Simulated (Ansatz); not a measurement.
Reaction (isomerisation): `O[SiH2]C(O)[SiH3]` → `OC[SiH2][SiH2]O`

Gas-phase electronic energies from Ansatz, PBE0-D4/def2-TZVP geometries. CCSD(T)/CBS adds triple-zeta CCSD(T) − MP2 to the extrapolated MP2 energy (def2 sets, frozen cores). One conformer a species, not always the lowest.

| species | MP2/def2-TZVPP energy (Eh) |
| --- | --- |
| `O[SiH2]C(O)[SiH3]` | -771.16101 |
| `OC[SiH2][SiH2]O` | -771.15508 |

(1) Work out ΔE.

Largest T1 diagnostic among the species: 0.012.

Answers

(1) ΔE = (-771.15508) − (-771.16101) = 0.00593 Eh = +15.6 kJ/mol. CCSD(T)/CBS gives +9.4 kJ/mol.

The D4 term adds +4.3 kJ/mol with B3LYP and +2.1 kJ/mol with PBE0; it sums over pairs of atoms, weighted by their polarisabilities, and B3LYP, whose exchange is more repulsive, gets the larger term.

B3LYP here is the variant with VWN-RPA as its local correlation; programs differ in this.
